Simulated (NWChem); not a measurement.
Species: AlHOClF; SMILES [Cl][Al]([F])[OH]

```xyz
5

Al     0.0009     0.4101     0.0000
F      1.4390     1.2294     0.0000
Cl     0.0257    -1.6644     0.0000
O     -1.4746     1.2166     0.0000
H     -1.6031     2.1661     0.0000
```
Atoms are numbered in this order, from 1.

Computed with NWChem. Medium grid unless said otherwise, to which SCAN and Minnesota functionals are sensitive. Coordinates come from a PBE0/def2-SVP optimisation.

For level PBE/def2-SVP:

```
Item                         Value
---------------------------  -----
highest occupied level (eV)  -7.71
orbital gap (eV)              6.04
dipole (D)                    1.88
```

Task: What are these values for level MN15-L/def2-SVP?

Result: 
| Item | Result |
|---|---|
| highest occupied level (eV) | -8.44 |
| orbital gap (eV) | 7.27 |
| dipole (D) | 2.02 |
